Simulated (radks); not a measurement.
Species: Co. Configuration: [Ar] 3d7 4s2.

Calculated with a radial shooting solver on a logarithmic mesh with Libxc functionals: scalar-relativistic Kohn-Sham, PBE, spin-polarised, spherical densities, finite nucleus; open shells are filled with parallel spins first; Fermi nuclear charge, rms radius 3.7875 fm.

Energy parts (Ry):
total: -2786.44022
kinetic: 2822.40853
electron-nucleus: -6675.27211
Hartree: 1185.23731
exchange-correlation: -118.81396

Orbitals (lengths in bohr, moments of r in powers of bohr; <r^-3> diverges for s and p1/2):
[
 {"orbital": "1s down", "occ.": "1", "eigenvalue (Ry)": "-558.0552", "<r^-3>": "-", "<r>": "0.05619", "<1/r>": "27.03"},
 {"orbital": "1s up", "occ.": "1", "eigenvalue (Ry)": "-558.0550", "<r^-3>": "-", "<r>": "0.05619", "<1/r>": "27.03"},
 {"orbital": "2s up", "occ.": "1", "eigenvalue (Ry)": "-66.10509", "<r^-3>": "-", "<r>": "0.2556", "<1/r>": "5.811"},
 {"orbital": "2s down", "occ.": "1", "eigenvalue (Ry)": "-65.99243", "<r^-3>": "-", "<r>": "0.2553", "<1/r>": "5.818"},
 {"orbital": "2p up", "occ.": "3", "eigenvalue (Ry)": "-56.60620", "<r^-3>": "548.6", "<r>": "0.2251", "<1/r>": "5.702"},
 {"orbital": "2p down", "occ.": "3", "eigenvalue (Ry)": "-56.52116", "<r^-3>": "549.9", "<r>": "0.2248", "<1/r>": "5.708"},
 {"orbital": "3s up", "occ.": "1", "eigenvalue (Ry)": "-7.62588", "<r^-3>": "-", "<r>": "0.7729", "<1/r>": "1.835"},
 {"orbital": "3s down", "occ.": "1", "eigenvalue (Ry)": "-7.38256", "<r^-3>": "-", "<r>": "0.7750", "<1/r>": "1.829"},
 {"orbital": "3p up", "occ.": "3", "eigenvalue (Ry)": "-4.92184", "<r^-3>": "69.46", "<r>": "0.8146", "<1/r>": "1.691"},
 {"orbital": "3p down", "occ.": "3", "eigenvalue (Ry)": "-4.68369", "<r^-3>": "68.64", "<r>": "0.8186", "<1/r>": "1.683"},
 {"orbital": "3d up", "occ.": "5", "eigenvalue (Ry)": "-0.69144", "<r^-3>": "5.996", "<r>": "1.048", "<1/r>": "1.300"},
 {"orbital": "3d down", "occ.": "2", "eigenvalue (Ry)": "-0.48054", "<r^-3>": "5.652", "<r>": "1.115", "<1/r>": "1.255"},
 {"orbital": "4s up", "occ.": "1", "eigenvalue (Ry)": "-0.42073", "<r^-3>": "-", "<r>": "2.841", "<1/r>": "0.4597"},
 {"orbital": "4s down", "occ.": "1", "eigenvalue (Ry)": "-0.38034", "<r^-3>": "-", "<r>": "2.967", "<1/r>": "0.4380"}
]

The highest occupied level is 4s down at -5.175 eV. The spin density at the nucleus is 0.053 e/bohr^3 (1s -0.017, 2s -1.738, 3s 0.920, 4s 0.888). The density falls to 0.001 e/bohr^3 at r = 4.39 bohr. Summed over all electrons, <r^2> = 37.19 bohr^2, which gives a Langevin (diamagnetic) susceptibility term of -29.5 x 10^-6 cm^3/mol. Spin moment in Bohr magnetons: 3. For comparison, the ionisation energy in NIST's Atomic Spectra Database is 7.881 eV (measured). In exact Kohn-Sham theory the highest level is minus the ionisation energy, but local and semilocal functionals leave it too shallow, through self-interaction and a potential that decays too fast; potentials with the right tail come closer.
